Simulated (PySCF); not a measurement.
## Scalar relativity in Cl⁻ (chlorine, charge -1)

[Ar], closed-shell 1S; UHF calculated with PySCF 2.14 in dyall-acv3z, once non-relativistic with a point nucleus and once with spin-free X2C-1e and a Gaussian nucleus.

| shell | ε non-rel. (eV) | ε X2C (eV) | rms r non-rel. (bohr, spins averaged) | rms r X2C (bohr, spins averaged) | change of radius (%) |
| --- | --- | --- | --- | --- | --- |
| 1s | -2843.7 | -2854.0 | 0.1058 | 0.1052 | -0.59 |
| 2s | -278.36 | -280.17 | 0.4809 | 0.4787 | -0.46 |
| 2p | -209.42 | -209.45 | 0.4515 | 0.4508 | -0.15 |
| 3s | -19.957 | -20.128 | 1.736 | 1.729 | -0.38 |
| 3p | -4.090 | -4.074 | 2.262 | 2.262 | 0.02 |

The total energy goes from -459.5765 to -460.9898 hartree.

Relativity contracts and stabilises s shells directly. The contracted s shells screen the nucleus better, so for spin-averaged p shells the direct and indirect effects partly cancel.
